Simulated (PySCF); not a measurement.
Species: pyridine-N-oxide, C₅H₅NO.
Structure used (PBE0-D3(BJ)/def2-SVP), in Å, numbered top down from 1:
```xyz
12
C5H5NO angstrom
O      2.3901   -0.8231    0.0263
N      1.2144   -0.4032   -0.0090
C      0.1550   -1.2733   -0.0346
C     -1.1505   -0.8236   -0.0768
C     -1.4315    0.5418   -0.0942
C     -0.3496    1.4206   -0.0662
C      0.9454    0.9412   -0.0241
H      0.4555   -2.3202   -0.0188
H     -1.9511   -1.5658   -0.0965
H     -2.4580    0.9083   -0.1286
H     -0.4992    2.5022   -0.0772
H      1.8409    1.5610   -0.0004
```

Computed with core-valence-separated Tamm–Dancoff BHandHLYP/aug-pcX-1 (pcseg-1 on H) in PySCF, non-relativistic, gas phase, PBE0-D3(BJ)/def2-SVP geometry. Absolute energies from this functional tend to lie a few eV below measured edges; no shift was applied.

The lowest roots of each edge with f over 0.003 (five at most, numbered afresh; weaker and dark ones are left out), with transition dipoles (au) in the frame of the coordinates:

```json
{"root": "1", "edge": "C", "E (eV)": "282.98", "μx": "-0.0025", "μy": "0.0005", "μz": "0.0798"}
{"root": "2", "edge": "C", "E (eV)": "283.13", "μx": "-0.0042", "μy": "0.0009", "μz": "0.1386"}
{"root": "3", "edge": "C", "E (eV)": "283.55", "μx": "0.0040", "μy": "-0.0008", "μz": "-0.1341"}
{"root": "4", "edge": "C", "E (eV)": "286.16", "μx": "-0.0423", "μy": "0.0151", "μz": "-0.0014"}
{"root": "5", "edge": "C", "E (eV)": "286.32", "μx": "0.0243", "μy": "0.0584", "μz": "0.0004"}
{"root": "6", "edge": "N", "E (eV)": "399.90", "μx": "0.0023", "μy": "-0.0004", "μz": "-0.0810"}
{"root": "7", "edge": "N", "E (eV)": "406.06", "μx": "0.0329", "μy": "-0.0117", "μz": "0.0010"}
{"root": "8", "edge": "O", "E (eV)": "529.33", "μx": "0.0013", "μy": "-0.0003", "μz": "-0.0448"}
{"root": "9", "edge": "O", "E (eV)": "533.22", "μx": "0.0293", "μy": "-0.0105", "μz": "0.0009"}
{"root": "10", "edge": "O", "E (eV)": "533.48", "μx": "0.0312", "μy": "-0.0111", "μz": "0.0009"}
{"root": "11", "edge": "O", "E (eV)": "534.11", "μx": "0.0238", "μy": "-0.0085", "μz": "0.0009"}
{"root": "12", "edge": "O", "E (eV)": "534.16", "μx": "-0.0008", "μy": "0.0002", "μz": "0.0169"}
```

Q: What are the oscillator strengths?

A: f = (2/3) ΔE |μ|², with ΔE in hartree (27.2114 eV):

```csv
root,ΔE (Eh),|μ|² (au),f,core hole on
1,10.3994,0.006375,0.044,C5
2,10.4048,0.019228,0.133,C4/C6
3,10.4204,0.017999,0.125,C3/C7
4,10.5163,0.002019,0.014,C5
5,10.5222,0.004001,0.028,C4/C6
6,14.6960,0.006566,0.064,N2
7,14.9223,0.001220,0.012,N2
8,19.4526,0.002009,0.026,O1
9,19.5954,0.000970,0.013,O1
10,19.6050,0.001097,0.014,O1
11,19.6282,0.000640,0.008,O1
12,19.6301,0.000286,0.004,O1
```

Q: What is the unit vector of the normal of the molecular plane, and which share of each root's |μ|² lies along it?

A: (0.03, -0.01, -1.00), up to sign.

| root | core hole on | share along it | final orbital under reflection in the plane |
| --- | --- | --- | --- |
| 1 | C5 | 1.00 | odd |
| 2 | C4/C6 | 1.00 | odd |
| 3 | C3/C7 | 1.00 | odd |
| 4 | C5 | 0.00 | even |
| 5 | C4/C6 | 0.00 | even |
| 6 | N2 | 1.00 | odd |
| 7 | N2 | 0.00 | even |
| 8 | O1 | 1.00 | odd |
| 9 | O1 | 0.00 | even |
| 10 | O1 | 0.00 | even |
| 11 | O1 | 0.00 | even |
| 12 | O1 | 1.00 | odd |

The 1s orbitals of atoms in the plane are even under the reflection, so light polarised along the normal reaches odd orbitals alone (the out-of-plane π set) and light polarised in the plane even ones.

Q: For fixed molecules, how does the intensity of root 1 change when the electric field is turned 45° away from the normal of the molecular plane?

A: Intensity goes as (E·μ)², and μ lies along that direction, so it falls to cos²45° = 0.50 of its maximum; it vanishes at 90°.

Q: Molecules are fixed in this frame and the field points along y. What effective strengths 3 f cos²θ do the roots have (θ between field and μ)?

A: root 1 (C5): 0.000, root 2 (C4/C6): 0.000, root 3 (C3/C7): 0.000, root 4 (C5): 0.005, root 5 (C4/C6): 0.072, root 6 (N2): 0.000, root 7 (N2): 0.004, root 8 (O1): 0.000, root 9 (O1): 0.004, root 10 (O1): 0.005, root 11 (O1): 0.003, root 12 (O1): 0.000. Root 5 is the strongest. Averaged over all orientations cos²θ is 1/3, which gives f back.

